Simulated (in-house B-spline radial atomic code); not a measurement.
Lu³⁺. Computed with a B-spline radial atomic code. Model: all-electron spherical atom, spin shells full or empty, radial basis limit, no spin-orbit coupling, Breit or QED, empty-state partial waves extrapolated as (l+1/2)^-4, RPA, G0W0 and static COHSEX of the highest shell as one setting changes (uncorrelated shells keep exact exchange).

Empty levels are discrete states of a finite basis, so the steps are uneven.

Without the two-electron picture change, core correlation of heavy ions comes too large.

Given: element Lu; charge 3; filled core Xe; hamiltonian one-electron scalar X2C; mean-field start PBE; highest l of empty states 9; nuclear rms radius 5.37 fm; lowest nl shells left uncorrelated 8; highest mean-field shell 4f; box radius 14.14 bohr.

Shell: 4f 7 7 (electrons up and down).

```tsv
highest empty level kept (hartree)	RPA correlation energy (hartree)	G0W0 level (eV)	G0W0 minus most complete (meV)	COHSEX level (eV)	linearised minus solved G0W0 (meV)
5.33	-1.023	-43.56	2291.8	-44.966	-87.3
10.67	-1.4419	-44.014	1837.6	-46.36	-97.6
18.67	-1.8301	-44.469	1382.1	-47.824	-110.1
32	-2.2306	-44.947	904.3	-49.709	-124.7
53.33	-2.4744	-45.289	562.7	-50.992	-136
96	-2.6835	-45.61	241.2	-52.353	-147.2
160	-2.768	-45.745	105.9	-52.946	-152.1
320	-2.8172	-45.823	28.3	-53.308	-155
640	-2.8325	-45.849	2.4	-53.428	-155.9
1333.3	?	?	?	?	?
3200	?	?	?	?	?
10667	-2.835	-45.851	0	-53.437	-156
```

What follows for highest empty level kept = 1333.3?

RPA correlation energy -2.8344 hartree; G0W0 level -45.851 eV; G0W0 minus most complete 0.3 meV; COHSEX level -53.436 eV; linearised minus solved G0W0 -156 meV.

What follows for highest empty level kept = 3200?

RPA correlation energy -2.8349 hartree; G0W0 level -45.851 eV; G0W0 minus most complete 0 meV; COHSEX level -53.437 eV; linearised minus solved G0W0 -156 meV.
